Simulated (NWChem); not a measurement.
Species: ammonium (NH4 cation); SMILES [NH4+]

Computed with NWChem. Each level has its own optimisation; frequencies are unscaled.

```json
[
 {"level": "Hartree-Fock/3-21G", "basis functions": "17", "r H–N (Å)": "1.021", "highest harmonic frequency (cm⁻¹)": "3574", "lowest (cm⁻¹)": "1705", "zero-point energy (kcal/mol)": "33.0"},
 {"level": "Hartree-Fock/pcseg-1", "basis functions": "34", "r H–N (Å)": "1.014", "highest harmonic frequency (cm⁻¹)": "3711", "lowest (cm⁻¹)": "1586", "zero-point energy (kcal/mol)": "33.0"},
 {"level": "Hartree-Fock/aug-pcseg-1", "basis functions": "59", "r H–N (Å)": "1.013", "highest harmonic frequency (cm⁻¹)": "3685", "lowest (cm⁻¹)": "1569", "zero-point energy (kcal/mol)": "32.8"},
 {"level": "Hartree-Fock/pcseg-2", "basis functions": "86", "r H–N (Å)": "1.009", "highest harmonic frequency (cm⁻¹)": "3688", "lowest (cm⁻¹)": "1603", "zero-point energy (kcal/mol)": "33.1"},
 {"level": "Hartree-Fock/def2-TZVPP", "basis functions": "87", "r H–N (Å)": "1.010", "highest harmonic frequency (cm⁻¹)": "3687", "lowest (cm⁻¹)": "1602", "zero-point energy (kcal/mol)": "33.1"}
]
```
